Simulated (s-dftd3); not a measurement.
C$_{2}$H$_{5}$ (SMILES [CH2]C), doublet, geometry from GFN2-xTB; D3(bj) for pbe in s-dftd3.

The s-dftd3 input:
```
$ s-dftd3 mol.xyz --bj pbe --json dftd3.json --noedisp --grad

# file mol.xyz
7

C      0.77663934    -0.10802493    -0.02608915
C     -0.67917820     0.09855658     0.00501522
H      1.44586940     0.69059131     0.22632164
H      1.18490479    -1.08700828    -0.18190609
H     -1.08591799    -0.07299585     1.01204191
H     -0.93883967     1.12118761    -0.26794879
H     -1.19078337    -0.59496465    -0.66206507
```

It wrote (shortened):

```
-----------------------------------
 s i m p l e   D F T - D 3  v1.4.0
-----------------------------------

Rational (Becke-Johnson) damping: pbe-D3(BJ)
---------------------
  s6         1.0000
  s8         0.7875
  s9         0.0000
  a1         0.4289
  a2         4.4407
 alp        14.0000
--------------------

Dispersion energy:      -2.8111962706588E-03 Eh

Gradient norm:           1.5260731386899E-04 Eh/a0
--------------------------------------------------
     #    Z           dE/dx      dE/dy      dE/dz
--------------------------------------------------
     1    6 C     4.191E-05 -5.963E-06 -8.244E-07
     2    6 C    -3.405E-05  4.747E-06  1.096E-06
     3    1 H     7.247E-05  1.957E-05  5.764E-06
     4    1 H     6.386E-05 -3.914E-05 -7.718E-06
     5    1 H    -5.083E-05  1.829E-06  2.453E-05
     6    1 H    -4.353E-05  3.093E-05 -6.497E-06
     7    1 H    -4.983E-05 -1.197E-05 -1.635E-05
--------------------------------------------------

Virial:
--------------------------------------------------
      component           x          y          z
--------------------------------------------------
          x       7.399E-04 -8.068E-05 -6.171E-06
          y      -8.068E-05  1.868E-04  2.498E-05
          z      -6.171E-06  2.498E-05  7.583E-05
--------------------------------------------------

[Info] JSON dump of results written to 'dftd3.json'
```
